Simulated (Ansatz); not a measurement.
Series GeH2X2: PBE0-D4/def2-SVP single points in Ansatz on relaxed structures, gas phase. Core potentials for I, no spin–orbit coupling. Binding counts from free atoms in the multiplicity of their measured ground term, without zero-point energy. The structures are stationary points that may keep the symmetry of their start.

```
              species  atoms    state             geometry  HOMO (eV)  LUMO (eV)  gap (eV)  binding per atom (eV)  point group (within 0.1 Å)
    GeBr2H2 (GeH2Br2)      5  singlet    B3LYP-D4/def2-SVP      -8.39      -1.25      7.14                   2.52                         C2v
    GeCl2H2 (GeH2Cl2)      5  singlet  r2SCAN-D4/def2-TZVP      -8.87      -0.36      8.51                   2.71                         C2v
      GeI2H2 (GeH2I2)      5  singlet     PBE0-D4/def2-SVP      -7.62      -1.84      5.78                   2.30                         C2v
      GeF2H2 (GeH2F2)      5  singlet  r2SCAN-D4/def2-TZVP      -9.93       0.30     10.22                   3.19                         C2v
 Ge(CN)2H2 (C2H2GeN2)      7  singlet   r2SCAN-D4/def2-SVP     -10.08      -1.19      8.88                   4.35                         C2v
   Ge(SH)2H2 (GeH4S2)      7  singlet     PBE-D4/def2-TZVP      -7.23      -0.22      7.01                   2.79                          C2
   Ge(OH)2H2 (GeO2H4)      7  singlet  r2SCAN-D4/def2-TZVP      -8.42       0.88      9.30                   3.27                           –
  Ge(CCH)2H2 (C4H4Ge)      9  singlet     PBE0-D4/def2-SVP      -8.06      -0.07      7.99                   4.30                         C2v
  Ge(NH2)2H2 (GeN2H6)      9  singlet    PBE0-D4/def2-TZVP      -6.62       1.22      7.84                   3.15                         C2v
Ge(SiH3)2H2 (Si2GeH8)     11  singlet      PBE-D4/def2-SVP      -7.97       0.05      8.02                   2.81                         C2v
  Ge(GeH3)2H2 (Ge3H8)     11  singlet   r2SCAN-D4/def2-SVP      -7.85       0.14      7.99                   2.63                           –
     GeMe2H2 (C2H8Ge)     11  singlet      PBE-D4/def2-SVP      -8.49       1.58     10.07                   3.55                         C2v
Ge(CF3)2H2 (C2H2F6Ge)     11  singlet   r2SCAN-D4/def2-SVP      -9.49       0.20      9.70                   3.90                           –
Ge(vinyl)2H2 (C4H8Ge)     13  singlet      PBE-D4/def2-SVP      -7.66      -0.39      7.27                   4.01                          C2
```

The gap (eV) runs from 5.78 (GeI2H2) to 10.22 (GeF2H2).
